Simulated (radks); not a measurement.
Species: Ni2.1+. Configuration: [Ne] 3s2 3p5.9 3d8 (fractional occupations, a model configuration). All-electron calculation, Dirac Kohn-Sham, LDA (Slater exchange, Perdew-Wang correlation), spin-unpolarised, spherical densities, finite nucleus; open shells are shared between the two j in proportion to 2j + 1; Fermi nuclear charge, rms radius 3.7757 fm. Program: a radial shooting solver on a logarithmic mesh with Libxc functionals.

Normalised radial functions P(r) = r R(r) (large component), r in bohr:

r	3p1/2	3d5/2
0.004705	0.0068	0.0000
0.005305	0.0083	0.0000
0.005981	0.0102	0.0000
0.006798	0.0128	0.0001
0.007665	0.0158	0.0001
0.008642	0.0194	0.0001
0.009744	0.0239	0.0002
0.01099	0.0295	0.0003
0.01239	0.0363	0.0004
0.01397	0.0446	0.0005
0.01587	0.0554	0.0008
0.0179	0.0678	0.0011
0.02018	0.0827	0.0015
0.02275	0.1005	0.0022
0.02565	0.1218	0.0030
0.02892	0.1468	0.0042
0.03261	0.1761	0.0058
0.03706	0.2123	0.0082
0.04179	0.2512	0.0113
0.04712	0.2948	0.0154
0.05312	0.3427	0.0210
0.0599	0.3942	0.0284
0.06753	0.4479	0.0382
0.07614	0.5017	0.0510
0.08654	0.5559	0.0688
0.09758	0.5997	0.0903
0.11	0.6319	0.1175
0.124	0.6470	0.1513
0.1399	0.6392	0.1926
0.1577	0.6025	0.2423
0.1778	0.5318	0.3008
0.2021	0.4149	0.3729
0.2278	0.2655	0.4491
0.2569	0.0804	0.5319
0.2896	-0.1337	0.6190
0.3266	-0.3653	0.7068
0.3682	-0.5993	0.7911
0.4151	-0.8179	0.8668
0.4718	-1.0136	0.9325
0.532	-1.1449	0.9749
0.5998	-1.2146	0.9954
0.6763	-1.2188	0.9925
0.7625	-1.1615	0.9665
0.8597	-1.0535	0.9196
0.9694	-0.9100	0.8554
1.102	-0.7372	0.7723
1.242	-0.5741	0.6852
1.401	-0.4235	0.5932
1.579	-0.2948	0.5001
1.78	-0.1925	0.4092
2.007	-0.1172	0.3238
2.263	-0.0660	0.2465
2.572	-0.0324	0.1754
2.9	-0.0151	0.1208
3.27	-0.0062	0.0784
3.687	-0.0023	0.0476

3p1/2: eigenvalue -94.468 eV, 1 radial node at r = 0.269 bohr, <r> = 0.772 bohr, 90 % of the charge inside 1.19 bohr. 3d5/2: eigenvalue -30.432 eV, 0 radial nodes, <r> = 0.961 bohr, 90 % of the charge inside 1.66 bohr.
